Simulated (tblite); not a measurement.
Compound: C8H11N3.
Atom-mapped SMILES: `[CH3:1][CH2:2][c:3]1[cH:4][n:5][n:6][n:7][c:8]1[CH:9]1[CH2:10][CH2:11]1` (hydrogens: H12, H13, H14 on C1; H15, H16 on C2; H17 on C4; H18 on C9; H19, H20 on C10; H21, H22 on C11)

Computed with GFN2-xTB (tblite), gas phase: L-BFGS steps from a force-field or distance-geometry start until the largest atomic force falls under 0.01 eV/Å.

Step 13: E = -855.2429 eV
```
atom  x, y, z in Å  |  force x, y, z in eV/Å
C1     -2.3599   -0.6678   -0.8226    0.001   0.013   0.002
C2     -1.4007   -0.9462    0.3377   -0.014  -0.018  -0.007
C3     -0.7180    0.3094    0.7780   -0.003  -0.018   0.033
C4     -1.2468    1.1194    1.7778   -0.021  -0.007  -0.016
N5     -0.6664    2.2483    2.1571    0.029  -0.033  -0.023
N6      0.4514    2.6049    1.6206    0.027   0.016   0.020
N7      1.0297    1.9088    0.7052    0.009   0.013   0.028
C8      0.4879    0.7850    0.2404   -0.039   0.035   0.011
C9      1.2045    0.0910   -0.8525   -0.039  -0.053   0.014
C10     2.0108   -1.1446   -0.5534   -0.009   0.006  -0.004
C11     2.6974    0.1318   -0.9243    0.024   0.018  -0.019
H12    -2.8605   -1.5862   -1.1233    0.029   0.040   0.013
H13    -1.8205   -0.2697   -1.6793   -0.021  -0.005   0.001
H14    -3.1147    0.0577   -0.5247    0.010  -0.012  -0.013
H15    -1.9689   -1.3539    1.1779    0.016   0.000  -0.012
H16    -0.6584   -1.6841    0.0277    0.005   0.025  -0.003
H17    -2.1621    0.8594    2.2928   -0.026   0.012   0.015
H18     0.6520    0.0975   -1.7846   -0.002  -0.028  -0.035
H19     1.9783   -1.9468   -1.2754    0.033  -0.027   0.023
H20     2.0744   -1.4774    0.4724   -0.004   0.005  -0.011
H21     3.1586    0.2108   -1.8937    0.019  -0.024  -0.096
H22     3.2216    0.6723   -0.1548   -0.025   0.040   0.079
```

Step 14: E = -855.2439 eV
```
atom  x, y, z in Å  |  force x, y, z in eV/Å
C1     -2.3591   -0.6675   -0.8228   -0.007   0.012  -0.004
C2     -1.3998   -0.9480    0.3367   -0.008  -0.001   0.002
C3     -0.7182    0.3082    0.7789    0.022   0.009   0.026
C4     -1.2451    1.1202    1.7781   -0.031  -0.005  -0.030
N5     -0.6648    2.2509    2.1532    0.021  -0.037  -0.004
N6      0.4559    2.6044    1.6213    0.017  -0.008   0.016
N7      1.0352    1.9050    0.7088   -0.017   0.011   0.012
C8      0.4874    0.7855    0.2405   -0.034  -0.004   0.019
C9      1.2016    0.0897   -0.8527   -0.020  -0.035  -0.005
C10     2.0086   -1.1440   -0.5524    0.030   0.004   0.001
C11     2.6949    0.1329   -0.9245    0.016   0.023  -0.017
H12    -2.8609   -1.5841   -1.1250    0.024   0.018   0.014
H13    -1.8210   -0.2693   -1.6800   -0.008   0.002  -0.001
H14    -3.1139    0.0577   -0.5252    0.007  -0.001  -0.002
H15    -1.9668   -1.3587    1.1762    0.012   0.008  -0.011
H16    -0.6573   -1.6851    0.0251    0.008   0.031  -0.004
H17    -2.1609    0.8619    2.2934   -0.022   0.016   0.021
H18     0.6493    0.0932   -1.7845   -0.015  -0.020  -0.045
H19     1.9803   -1.9482   -1.2724    0.023  -0.021   0.015
H20     2.0726   -1.4751    0.4735   -0.001   0.001   0.004
H21     3.1580    0.2129   -1.8939    0.005  -0.030  -0.067
H22     3.2138    0.6770   -0.1532   -0.021   0.025   0.059
```

**Question.** Estimate the geometry and energy of step 15. (The exact step hangs on the optimiser's Hessian estimate; all steps are aligned on step 14, rigid shifts and turns removed.)

**Answer.** E = -855.2445 eV, largest force 0.048 eV/Å
```
atom  x, y, z in Å  |  force x, y, z in eV/Å
C1     -2.3587   -0.6670   -0.8229   -0.005   0.011  -0.005
C2     -1.3994   -0.9488    0.3362    0.002   0.013   0.006
C3     -0.7182    0.3074    0.7798    0.018   0.019   0.016
C4     -1.2449    1.1205    1.7780   -0.024   0.002  -0.026
N5     -0.6637    2.2516    2.1513    0.002  -0.029   0.018
N6      0.4585    2.6040    1.6222    0.008  -0.028   0.013
N7      1.0379    1.9032    0.7108   -0.025   0.000  -0.008
C8      0.4867    0.7859    0.2408   -0.010  -0.026   0.010
C9      1.1995    0.0884   -0.8529    0.003  -0.010  -0.020
C10     2.0080   -1.1436   -0.5520    0.048   0.006   0.002
C11     2.6939    0.1339   -0.9250   -0.002   0.019  -0.012
H12    -2.8607   -1.5826   -1.1256    0.015  -0.002   0.011
H13    -1.8215   -0.2691   -1.6804    0.003   0.008  -0.005
H14    -3.1134    0.0576   -0.5255    0.000   0.010   0.007
H15    -1.9655   -1.3611    1.1752    0.004   0.008  -0.005
H16    -0.6566   -1.6850    0.0237    0.011   0.030  -0.007
H17    -2.1607    0.8635    2.2940   -0.019   0.018   0.019
H18     0.6478    0.0905   -1.7852   -0.017  -0.016  -0.033
H19     1.9819   -1.9494   -1.2704    0.018  -0.014   0.012
H20     2.0716   -1.4739    0.4741    0.003   0.001   0.012
H21     3.1578    0.2134   -1.8953   -0.010  -0.028  -0.024
H22     3.2092    0.6800   -0.1513   -0.024   0.008   0.023
```

The energy changes by -0.0006 eV. The first-order estimate −F·Δx gives -0.0008 eV and the mean of the old and new forces, exact on a quadratic surface, -0.0006 eV. The step makes an angle of 64° with the force vector and moves no atom by more than 0.006 Å.

What follows is the cost of the whole relaxation. Hardware: one thread, Intel Xeon Platinum 8259CL at 2.50 GHz (x86_64), no GPU, shared host with 96 logical CPUs at a one-minute load of 42. Cost: 2.4 s of wall time.
